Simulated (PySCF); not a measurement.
**What an electron can do to AsH**

PBE0 in PySCF with def2-TZVPPD on every atom, for the lowest determinant that a PBE0 search found; no spin–orbit coupling.

| species | state (unpaired electrons) | Re (Å) | ωe (cm⁻¹) | energy of the minimum from the neutral (eV) | De (eV) | dissociates to |
| --- | --- | --- | --- | --- | --- | --- |
| AsH | triplet (π ↑↑) | 1.531 | 2174 | 0.00 | 2.91 | As + H |
| AsH⁺ | doublet (π ↑) | 1.535 | 2199 | 9.76 | 3.11 | As⁺ + H |

Q: Work out the lowest energy to break AsH into atoms, from its vibrational ground state.

A: D0 = De − ωe/2 = 2.91 − 0.13 = 2.78 eV (PBE0/def2-TZVPPD).

Q: Work out the ionisation energy of the As atom at this level and the threshold of dissociative ionisation.

A: IE(As) = 9.76 + 3.11 − 2.91 = 9.96 eV, so As⁺ + H + e⁻ appears at D0 + IE(As) = 12.74 eV (PBE0/def2-TZVPPD). The measured IE(As) is 9.789 eV (NIST ASD).

These are thermodynamic thresholds; the onsets seen under electron impact lie higher where the geometry changes, and cross-sections peak well above them.

Spin–orbit coupling is left out. For an ion De counts to the pair picked by the measured ionisation energies or electron affinities, which need not be the lowest pair at this level. States were picked by a PBE0 search and need not be the measured ground states.
